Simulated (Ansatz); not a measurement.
`CB[SiH2]S` + `O[SiH](F)[SiH2]Cl` → `CB[SiH2][SiH2]Cl` + `O[SiH](F)S`  (redistribution)

Computed with Ansatz on PBE0-D4/def2-TZVP structures; ΔE is electronic, products minus reactants. CCSD(T)/CBS adds triple-zeta CCSD(T) − MP2 to the extrapolated MP2 energy (def2 sets, frozen cores). DFT in def2-TZVPP. Each species was taken in one conformer, which may not be the lowest.

```
             level  ΔE (kJ/mol)
           PBE0-D4        -33.5
           ωB97M-V        -32.8
            B2PLYP        -31.2
               PBE        -32.2
SCS-MP2/def2-TZVPP        -31.4
     HF/def2-QZVPP        -25.7
    MP2/def2-QZVPP        -33.7
    CCSD/CBS(def2)        -30.8
```

(1) What does CCSD(T)/CBS give? (Best estimate.)

Largest T1 diagnostic among the species: 0.012.

Answers

(1) The calculation gave: -32.1 kJ/mol. The listed levels differ from it by -1.4, -0.7, 0.9, -0.1, 0.7, 6.4, -1.6, 1.3 kJ/mol.

In def2-TZVPP, CCSD(T) changes the Hartree–Fock value by −7.8 kJ/mol (the triples alone add −1.4 kJ/mol) and MP2 by −8.8 kJ/mol.
